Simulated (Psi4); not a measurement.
ethylene (C2H4), singlet, geometry from GFN2-xTB, atoms displaced at random by about 0.08 Å a coordinate; HF/cc-pVDZ, gradient (Psi4 1.11).

Input for Psi4:
```
memory 2 GB

molecule {
0 1
C     0.11374626    0.12242547    0.75746679
C    -0.02924251    0.15160970   -0.70248137
H    -0.05039440    0.83865074    1.25612619
H     0.07717775   -0.93639877    1.24866838
H    -0.09872463    1.04768100   -1.20657127
H    -0.02022918   -0.74231239   -1.24783293
symmetry c1
no_reorient
no_com
}

set {
  basis cc-pvdz
}

gradient('scf')
print_variables()
```

Output, abridged:

```
gradient() will perform analytic gradient computation.

   => Loading Basis Set <=

    Name: CC-PVDZ
    Role: ORBITAL
    Keyword: BASIS

         ---------------------------------------------------------
                                   SCF
               by Justin Turney, Rob Parrish, Andy Simmonett
                          and Daniel G. A. Smith
                              RHF Reference
         ---------------------------------------------------------

  ==> Geometry <==

    Molecular point group: c1
    Full point group: C1

    Geometry (in Angstrom), charge = 0, multiplicity = 1:

       Center              X                  Y                   Z               Mass
    ------------   -----------------  -----------------  -----------------  -----------------
         C            0.113746260000     0.122425470000     0.757466790000    12.000000000000
         C           -0.029242510000     0.151609700000    -0.702481370000    12.000000000000
         H           -0.050394400000     0.838650740000     1.256126190000     1.007825032230
         H            0.077177750000    -0.936398770000     1.248668380000     1.007825032230
         H           -0.098724630000     1.047681000000    -1.206571270000     1.007825032230
         H           -0.020229180000    -0.742312390000    -1.247832930000     1.007825032230

  Running in c1 symmetry.

  Rotational constants: A =      4.48804  B =      0.87735  C =      0.73847 [cm^-1]
  Rotational constants: A = 134548.08634  B =  26302.34777  C =  22138.90814 [MHz]
  Nuclear repulsion =   32.611300286270307

  Charge       = 0
  Multiplicity = 1
  Electrons    = 16
  Nalpha       = 8
  Nbeta        = 8

  ==> Algorithm <==

  SCF Algorithm Type is DF.
  DIIS enabled.
  MOM disabled.
  Fractional occupation disabled.
  Guess Type is SAD.
  Energy threshold   = 1.00e-08
  Density threshold  = 1.00e-08
  Integral threshold = 1.00e-12

  ==> Primary Basis <==

  Basis Set: CC-PVDZ
    Blend: CC-PVDZ
    Number of shells: 24
    Number of basis functions: 48
    Number of Cartesian functions: 50
    Spherical Harmonics?: true
    Max angular momentum: 2

   => Loading Basis Set <=

    Name: (CC-PVDZ AUX)
    Role: JKFIT
    Keyword: DF_BASIS_SCF

  ==> Integral Setup <==

  SCF_SUBTYPE=INCORE selected. In-core MEM_DF algorithm will be used.
  Using in-core AOs.

  ==> MemDFJK: Density-Fitted J/K Matrices <==

    J tasked:                   Yes
    K tasked:                   Yes
    wK tasked:                   No
    Algorithm:                 Core
    Schwarz Cutoff:           1E-12
    Mask sparsity (%):       0.0000
    Fitting Condition:        1E-10

   => Auxiliary Basis Set <=

  Basis Set: (CC-PVDZ AUX)
    Blend: CC-PVDZ-JKFIT
    Number of shells: 84
    Number of basis functions: 232
    Number of Cartesian functions: 262
    Spherical Harmonics?: true
    Max angular momentum: 3

  Minimum eigenvalue in the overlap matrix is 7.5899380670E-03.
  Reciprocal condition number of the overlap matrix is 1.5985280745E-03.
    Using symmetric orthogonalization.

  ==> Pre-Iterations <==

  SCF Guess: Superposition of Atomic Densities via on-the-fly atomic UHF (no occupation information).

   -------------------------
    Irrep   Nso     Nmo
   -------------------------
     A         48      48
   -------------------------
    Total      48      48
   -------------------------

  ==> Iterations <==

                           Total Energy        Delta E     RMS |[F,P]|

   @DF-RHF iter SAD:   -77.17904397220080   -7.71790e+01   0.00000e+00
   @DF-RHF iter   1:   -77.92181123671837   -7.42767e-01   5.22591e-03 ADIIS/DIIS
   @DF-RHF iter   2:   -77.96306942232698   -4.12582e-02   1.81886e-03 ADIIS/DIIS
   @DF-RHF iter   3:   -77.96748931548569   -4.41989e-03   4.38460e-04 ADIIS/DIIS
   @DF-RHF iter   4:   -77.96790172992095   -4.12414e-04   1.35263e-04 ADIIS/DIIS
   @DF-RHF iter   5:   -77.96792692549498   -2.51956e-05   2.97763e-05 DIIS
   @DF-RHF iter   6:   -77.96792956592242   -2.64043e-06   8.84631e-06 DIIS
   @DF-RHF iter   7:   -77.96793000288213   -4.36960e-07   3.00569e-06 DIIS
   @DF-RHF iter   8:   -77.96793005743154   -5.45494e-08   5.73892e-07 DIIS
   @DF-RHF iter   9:   -77.96793005910742   -1.67587e-09   1.05352e-07 DIIS
   @DF-RHF iter  10:   -77.96793005915403   -4.66116e-11   2.56694e-08 DIIS
   @DF-RHF iter  11:   -77.96793005915681   -2.78533e-12   7.19789e-09 DIIS
  Energy and wave function converged.

  ==> Post-Iterations <==

    Orbital Energies [Eh]
    ---------------------

    Doubly Occupied:

       1A    -11.249280     2A    -11.243980     3A     -1.010704
       4A     -0.834442     5A     -0.647395     6A     -0.569978
       7A     -0.525211     8A     -0.346024

    Virtual:

       9A      0.133853    10A      0.201925    11A      0.235640
      12A      0.248014    13A      0.295582    14A      0.432017
      15A      0.598451    16A      0.606334    17A      0.711136
      18A      0.737740    19A      0.748569    20A      0.791846
      21A      0.883123    22A      0.913907    23A      0.965511
      24A      1.033138    25A      1.096565    26A      1.196940
      27A      1.214315    28A      1.240074    29A      1.334555
      30A      1.630443    31A      1.755245    32A      1.768246
      33A      1.779938    34A      1.811782    35A      1.859531
      36A      1.935141    37A      1.951778    38A      2.057848
      39A      2.151770    40A      2.204983    41A      2.385956
      42A      2.482891    43A      2.527905    44A      2.609571
      45A      2.753642    46A      3.057758    47A      3.194230
      48A      3.698154

    Final Occupation by Irrep:
              A
    DOCC [     8 ]
    NA   [     8 ]
    NB   [     8 ]

  @DF-RHF Final Energy:   -77.96793005915681

   => Energetics <=

    Nuclear Repulsion Energy =             32.6113002862703070
    One-Electron Energy =                -168.3044304539401708
    Two-Electron Energy =                  57.7252001085130502
    Total Energy =                        -77.9679300591568136

Computation Completed

Properties will be evaluated at   0.000000,   0.000000,   0.000000 [a0]

Properties computed using the SCF density matrix

 Multipole Moments:

 ------------------------------------------------------------------------------------
     Multipole            Electronic (a.u.)      Nuclear  (a.u.)        Total (a.u.)
 ------------------------------------------------------------------------------------

 L = 1.  Multiply by 2.5417464519 to convert [e a0] to [Debye]
 Dipole X            :         -0.8693752            0.7839567           -0.0854185
 Dipole Y            :         -3.4863161            3.4994546            0.0131384
 Dipole Z            :         -0.7687108            0.7186683           -0.0500425
 Magnitude           :                                                    0.0998658

 ------------------------------------------------------------------------------------

         ------------------------------------------------------------
                                   SCF GRAD
                          Rob Parrish, Justin Turney,
                       Andy Simmonett, and Alex Sokolov
         ------------------------------------------------------------

  ==> Geometry <==

    Molecular point group: c1
    Full point group: C1

    Geometry (in Angstrom), charge = 0, multiplicity = 1:

       Center              X                  Y                   Z               Mass
    ------------   -----------------  -----------------  -----------------  -----------------
         C            0.113746260000     0.122425470000     0.757466790000    12.000000000000
         C           -0.029242510000     0.151609700000    -0.702481370000    12.000000000000
         H           -0.050394400000     0.838650740000     1.256126190000     1.007825032230
         H            0.077177750000    -0.936398770000     1.248668380000     1.007825032230
         H           -0.098724630000     1.047681000000    -1.206571270000     1.007825032230
         H           -0.020229180000    -0.742312390000    -1.247832930000     1.007825032230

  Nuclear repulsion =   32.611300286270307

  ==> Basis Set <==

  Basis Set: CC-PVDZ
    Blend: CC-PVDZ
    Number of shells: 24
    Number of basis functions: 48
    Number of Cartesian functions: 50
    Spherical Harmonics?: true
    Max angular momentum: 2

  ==> DFJKGrad: Density-Fitted SCF Gradients <==

    Gradient:                    1
    J tasked:                  Yes
    K tasked:                  Yes
    wK tasked:                  No
    Integrals threads:           1
    Schwarz Cutoff:          1E-12
    Fitting Condition:       1E-10

   => Auxiliary Basis Set <=

  Basis Set: (CC-PVDZ AUX)
    Blend: CC-PVDZ-JKFIT
    Number of shells: 84
    Number of basis functions: 232
    Number of Cartesian functions: 262
    Spherical Harmonics?: true
    Max angular momentum: 3

  -Total Gradient:
     Atom            X                  Y                   Z
    ------   -----------------  -----------------  -----------------
       1       -0.007484298324     0.261009488726     0.262649734494
       2       -0.020931618488     0.016075181037    -0.169860576957
       3        0.035317061021    -0.214045688133    -0.147434821271
       4       -0.008379365937    -0.047062850618     0.018296255018
       5        0.004241341759    -0.040430340409     0.021455699959
       6       -0.002763120031     0.024454209397     0.014893708756

  Variable Map:
  ----------------------------------------------------------------------------
  "CURRENT ENERGY"           =>     -77.967930059157
  "CURRENT REFERENCE ENERGY" =>     -77.967930059157
  "DD SOLVATION ENERGY"      =>       0.000000000000
  "HF KINETIC ENERGY"        =>      77.945260822167
  "HF POTENTIAL ENERGY"      =>    -155.913190881323
  "HF TOTAL ENERGY"          =>     -77.967930059157
  "HF VIRIAL RATIO"          =>       2.000290835347
  "NUCLEAR REPULSION ENERGY" =>      32.611300286270
  "ONE-ELECTRON ENERGY"      =>    -168.304430453940
  "PCM POLARIZATION ENERGY"  =>       0.000000000000
  "PE ENERGY"                =>       0.000000000000
  "SCF ITERATION ENERGY"     =>     -77.967930059157
  "SCF ITERATIONS"           =>      11.000000000000
  "SCF TOTAL ENERGY"         =>     -77.967930059157
  "TWO-ELECTRON ENERGY"      =>      57.725200108513

  Array Variable Map:
  ----------------------------------------------------------------------------
  "CURRENT DIPOLE"           =>      -0.085418466775 ... -0.050042519136 1 by 3
  "CURRENT GRADIENT"         =>      -0.007484298324 ... 0.014893708756 6 by 3
  "HF TOTAL GRADIENT"        =>      -0.007484298324 ... 0.014893708756 6 by 3
  "SCF DIPOLE"               =>      -0.085418466775 ... -0.050042519136 1 by 3
  "SCF TOTAL ENERGIES"       =>     -77.179043972201 ... -77.967930059157 1 by 12
  "SCF TOTAL GRADIENT"       =>      -0.007484298324 ... 0.014893708756 6 by 3
```
